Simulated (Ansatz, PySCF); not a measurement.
Gas-phase reaction in SMILES: NBN + B (BH3) → 2 BN (BNH4)
Each molecule is optimised on its own at B3LYP-D3(BJ)/def2-TZVP (Ansatz, an electronic-structure program), one conformer each, not searched for the lowest. Frequencies are from Ansatz or PySCF.

Quantity: bond separation energy (0 K, with B3LYP-D3(BJ) harmonic zero-point energies), in eV. Valence correlation only, unless marked. No spin-orbit coupling. Non-relativistic. Basis-set limits of correlation are two-point, X^-3; Hartree-Fock from the larger set. The bracket is a focal-point correction in the basis named.

| level | program | bond separation energy (eV) | minus last row |
|---|---|---|---|
| HF/STO-3G | Ansatz | -0.61 | -0.04 |
| HF/aug-cc-pVTZ | Ansatz | -0.41 | 0.16 |
| HF/cc-pVTZ | Ansatz | -0.43 | 0.14 |
| BLYP-D3(BJ)/def2-TZVPD | Ansatz + dftd3 | -0.61 | -0.04 |
| revPBE/def2-TZVPD | Ansatz | -0.63 | -0.06 |
| r2SCAN-D3(BJ)/def2-TZVPD | Ansatz + dftd3 | -0.58 | -0.01 |
| r2SCAN-D4/def2-TZVPD | Ansatz + dftd4 | -0.58 | -0.01 |
| PBE0/STO-3G | Ansatz | -0.94 | -0.37 |
| PBE0-D4/def2-TZVP | Ansatz + dftd4 | -0.60 | -0.03 |
| PBE0/def2-TZVPD | Ansatz | -0.59 | -0.02 |
| r2SCANh-D4/def2-TZVPD | Ansatz + dftd4 | -0.57 | 0.00 |
| B2GP-PLYP/def2-TZVPD | Ansatz | -0.55 | 0.02 |
| PBE-QIDH/def2-TZVPD | Ansatz | -0.55 | 0.02 |
| MP2/6-31G* | Ansatz | -0.63 | -0.06 |
| RI-MP2/aug-cc-pVQZ | Ansatz | -0.54 | 0.03 |
| RI-MP2/CBS(aug-cc-pVTZ,aug-cc-pVQZ) | Ansatz | -0.54 | 0.03 |
| CCSD/CBS(cc-pVTZ,cc-pVQZ) | Ansatz | -0.54 | 0.03 |
| RI-MP2/CBS(aug-cc-pVTZ,aug-cc-pVQZ)+[CCSD(T)-MP2]/aug-cc-pVDZ | Ansatz | -0.56 | 0.01 |
| RI-MP2/CBS(cc-pVTZ,cc-pVQZ)+[CCSD(T)-MP2]/cc-pVDZ | Ansatz | -0.58 | -0.01 |
| RI-MP2/CBS(aug-cc-pVTZ,aug-cc-pVQZ)+[CCSD(T)-MP2]/aug-cc-pVTZ | Ansatz | -0.56 | 0.01 |
| CCSD(T)/CBS(cc-pVTZ,cc-pVQZ) | Ansatz | -0.57 | 0.00 |
